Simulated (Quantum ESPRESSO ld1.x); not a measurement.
Results of a calculation; reference values are marked as such.
Orbital energies (hartree) of the scandium ion Sc+, [Ar] 3d1 4s1: non-relativistic, with first-order perturbation theory as ld1.x prints it (mass-velocity, Darwin and spin-orbit terms), and from the self-consistent Dirac equation with open shells shared by 2j + 1. Spin-unpolarised spherical Kohn-Sham, PBE, point nucleus, ld1.x of Quantum ESPRESSO 7.5.

| orbital | non-rel. | first order | Dirac |
|---|---|---|---|
| 1s1/2 | -160.885 | -162.114 | -161.833 |
| 2s1/2 | -17.5126 | -17.7517 | -17.6852 |
| 2p1/2 | -14.5059 | -14.7123 | -14.6364 |
| 2p3/2 | -14.5059 | -14.5438 | -14.4658 |
| 3s1/2 | -2.2568 | -2.2919 | -2.2795 |
| 3p1/2 | -1.4915 | -1.5166 | -1.5051 |
| 3p3/2 | -1.4915 | -1.4981 | -1.4863 |
| 3d3/2 | -0.3710 | -0.3728 | -0.3671 |
| 3d5/2 | -0.3710 | -0.3715 | -0.3658 |
| 4s1/2 | -0.3554 | -0.3588 | -0.3575 |
| 4p1/2 (empty) | -0.2324 | -0.2343 | -0.2332 |
| 4p3/2 (empty) | -0.2324 | -0.2329 | -0.2318 |
| 5s1/2 (empty) | -0.1097 | -0.1105 | -0.1100 |

First order keeps the non-relativistic potential frozen, so it lacks the indirect effect: the contracted s and p shells screen the nucleus better and push d and f levels up in the self-consistent Dirac solution.
